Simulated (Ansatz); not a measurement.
Name a neutral molecule of N, Si, Zn and H with LUMO energy (PBE/def2-TZVPP) between -2.30 and -2.00 eV and HOMO energy (ωB97M-V/def2-TZVPP) between -8.55 and -8.25 eV (Ansatz, PBE0-D4/def2-TZVP geometry).

`[ZnH][SiH]1N[SiH2]1` (-2.18 eV, -8.43 eV). Other molecules can fit too; these were computed, each in one conformer that needn't be the lowest.
